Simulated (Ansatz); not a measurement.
The cluster Pt₃H₂⁺ (the lowest doublet isomer of a short search), 5 atoms. Hardware: 2 threads of Intel Xeon 6975P-C on a shared host.

In the def2 sets Pt takes a core potential; there is no spin–orbit coupling.

Question: How many basis functions does each of these Ansatz runs have, and roughly what does it cost? ωB97X-V/def2-TZVP, charge 1 doublet, energy, from earlier orbitals; ωB97X-V/def2-TZVP, charge 1 quartet, energy, from earlier orbitals; PBE0-D4/def2-TZVP, charge 0 singlet at the geometry of the charge 1 doublet, energy, from earlier orbitals; PBE0-D4/def2-TZVP, charge 1 quartet, energy, from earlier orbitals; revPBE-D4/def2-TZVP, charge 1 quartet, energy, from earlier orbitals; CAM-B3LYP-D4/def2-TZVP, charge 1 quartet, energy, from earlier orbitals; ωB97M-V/def2-TZVP, charge 1 quartet, energy, from earlier orbitals; ωB97X-V/def2-TZVP, charge 0 singlet at the geometry of the charge 1 doublet, energy, from earlier orbitals; r2SCAN-D4/def2-TZVP, charge 1 quartet, energy, from earlier orbitals; PBE0-D4/def2-TZVP, charge 1 doublet, energy, from earlier orbitals; revPBE-D4/def2-TZVP, charge 1 doublet, energy, from earlier orbitals; PBE0-D4/def2-SVP, charge 1 doublet, energy with a search over starts.

Answer: Other jobs shared the machine, so times can vary by a factor of up to 3. A dash marks memory too small to be measured apart from the calling script's.

```tsv
run	functions	fitting or Cholesky vectors	wall time	peak host memory (GiB)
PBE0-D4/def2-TZVP, charge 0 singlet at the geometry of the charge 1 doublet, energy, from earlier orbitals	132	1330	1.8 s	–
revPBE-D4/def2-TZVP, charge 1 doublet, energy, from earlier orbitals	132	1276	3.2 s	–
revPBE-D4/def2-TZVP, charge 1 quartet, energy, from earlier orbitals	132	1276	4.1 s	–
PBE0-D4/def2-TZVP, charge 1 doublet, energy, from earlier orbitals	132	1330	6 s	–
ωB97X-V/def2-TZVP, charge 0 singlet at the geometry of the charge 1 doublet, energy, from earlier orbitals	132	1276	6.5 s	–
r2SCAN-D4/def2-TZVP, charge 1 quartet, energy, from earlier orbitals	132	1276	8.5 s	–
PBE0-D4/def2-TZVP, charge 1 quartet, energy, from earlier orbitals	132	1330	9.5 s	0.66
PBE0-D4/def2-SVP, charge 1 doublet, energy with a search over starts	106	1084	10 s	–
CAM-B3LYP-D4/def2-TZVP, charge 1 quartet, energy, from earlier orbitals	132	1330	13 s	0.73
ωB97X-V/def2-TZVP, charge 1 doublet, energy, from earlier orbitals	132	1276	34 s	0.92
ωB97X-V/def2-TZVP, charge 1 quartet, energy, from earlier orbitals	132	1276	41 s	0.92
ωB97M-V/def2-TZVP, charge 1 quartet, energy, from earlier orbitals	132	1276	53 s	0.93
```
